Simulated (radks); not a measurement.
Values are calculated unless marked as measured or tabulated.
All-electron atom: Sc in [Ne] 3s2 3p5 3d1 4s2 5s1 (not the ground configuration). Level of theory: scalar-relativistic Kohn-Sham, r2SCAN, spin-unpolarised, spherical densities, finite nucleus; meta-GGA in the generalised Kohn-Sham scheme; Fermi nuclear charge, rms radius 3.5459 fm (a radial shooting solver on a logarithmic mesh with Libxc functionals).

Radial electron density D(r) = 4 pi r^2 rho(r):

```
   r/bohr * D(r) (the largest magnitude, 26.3, reaches the edge; | marks zero)
  0.01232 |              *
  0.01657 |                      *
  0.02227 |                                *
  0.03019 |                                          *
  0.04058 |                                                 *
  0.05456 |                                                   *
  0.07336 |                                             *
  0.09863 |                                      *
   0.1337 |                                      *
   0.1797 |                                               *
   0.2416 |                                                      *
   0.3249 |                                            *
   0.4403 |                        *
   0.5919 |             *
   0.7958 |                *
     1.07 |               *
     1.45 |        *
     1.95 |   *
    2.621 | *
    3.524 |*
    4.776 *
    6.421 *
    8.633 *
    11.61 *
    15.73 *
    21.15 *
```

D(r) has 4 maxima, at r = 0.0504, 0.240, 0.912, 8.16 bohr, and minima at 0.116, 0.616, 6.02 bohr, inside which lie 2.15, 10.40, 20.07 electrons.
